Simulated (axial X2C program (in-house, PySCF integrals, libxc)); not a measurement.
Spin–orbit effects down a group: molecules with Tc (ions), HF

All values come from calculations with an in-house relativistic program for diatomic molecules, spin-free (one-electron X2C) or two-component (2c: spin–orbit coupling with atomic mean-field Coulomb and Gaunt terms, which also bring small scalar terms), in Dyall basis sets with cores contracted in-house; open shells are unrestricted.

Basis sets: Br dyall-cv3z, Cl dyall-av3z, F dyall-av3z, Tc dyall-cv3z.

```json
{"molecule": "TcF⁺", "spin-free state": "M_S = 5/2, Λ = 0", "Re (Å)": "1.885", "ωe (cm⁻¹)": "663.4", "De (eV)": "1.71", "2c state": "Ω = 5/2", "Re 2c (Å)": "1.885", "ωe 2c (cm⁻¹)": "663.3", "De 2c (eV)": "1.70"}
{"molecule": "TcCl⁺", "spin-free state": "M_S = 5/2, Λ = 0", "Re (Å)": "2.283", "ωe (cm⁻¹)": "408.6", "De (eV)": "1.53", "2c state": "Ω = 5/2", "Re 2c (Å)": "2.283", "ωe 2c (cm⁻¹)": "408.4", "De 2c (eV)": "n/a"}
{"molecule": "TcBr⁺", "spin-free state": "M_S = 5/2, Λ = 0", "Re (Å)": "2.423", "ωe (cm⁻¹)": "289.4", "De (eV)": "1.25", "2c state": "Ω = 5/2", "Re 2c (Å)": "2.425", "ωe 2c (cm⁻¹)": "288.4", "De 2c (eV)": "1.10"}
```

Problem. Work out the shifts from the spin-free to the two-component result.

Solution. 

```
molecule  2c state  ΔRe (Å)  Δωe (cm⁻¹)  ΔDe (eV)
    TcF⁺   Ω = 5/2    0.000        -0.1     -0.01
   TcCl⁺   Ω = 5/2    0.000        -0.2       n/a
   TcBr⁺   Ω = 5/2    0.002        -1.0     -0.15
```

Shifts of one unit in the last digit are rounding.

Fragments in 2c: Tc+ + F, Tc+ + Cl, Tc+ + Br. Each entry is the lowest single determinant of a limited PBE0 search at one distance. De goes to single-determinant-based atoms at the same level (for ions the charge split of lowest energy) and is withheld (n/a) where an atom does not fit its ground term or J level. Main or longest-lived isotopes. One determinant is a doubtful description, or other states lie close, for TcF⁺, TcCl⁺, TcBr⁺; these need not be ground states, and all values refer to the states named. With several unpaired electrons the Ω given is that of one determinant, not necessarily of the lowest component.
